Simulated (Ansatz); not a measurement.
Input for Ansatz (development build ahead of 0.2.0):

```yaml
crystal:
  periodic: [false, false, false]
  atoms:
    - { symbol: H, position_ang: [0.02266, -0.02979, -0.51748] }
    - { symbol: H, position_ang: [0.02768, 0.04051, 0.5603] }
basis:
  gaussian: { orbitals: "6-31G" }
total_charge: 1
magnetization:
  spin_polarized: true
  initial_magnetization: 1
hamiltonian:
  xc: hf
```

The input is written out in the form of the current development build from the run's settings.

The run gave:

| Item | Value |
| --- | --- |
| Converged | yes |
| Total energy | -0.58386 hartree |
| Spin squared of the determinant | 0.750 |

Caution: the charge can sit on one fragment and break the point group.
